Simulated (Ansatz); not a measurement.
Basis-set extrapolation for `CB(C=S)CCl` (PBE0-D4/def2-TZVP geometry, frozen core, Ansatz). Multiplicity 1, RHF reference.

|  | def2-TZVPP | def2-QZVPP |
| --- | --- | --- |
| HF | -998.870504 | -998.900539 |
| MP2 correlation | -0.960391 | -1.032744 |
| CCSD(T) correlation | -1.072225 | not run |

Energies in hartree. Use E(X) = E(∞) + A·exp(−7.88·√X) for Hartree–Fock and E(X) = E(∞) + B·X^(−2.97) for correlation, with X = 3 and 4, and add CCSD(T) minus MP2 of the smaller set to the MP2 limit.

What is the CCSD(T) energy at the basis-set limit?

HF limit: -998.900539 + (-0.030035) × 0.13774 = -998.90468. MP2 limit: -1.032744 + (-0.072353) × 0.74074 = -1.08634. Higher-order term: -1.072225 − (-0.960391) = -0.11183. Total: -1000.10285 hartree, 420.4 kJ/mol below CCSD(T)/def2-TZVPP.
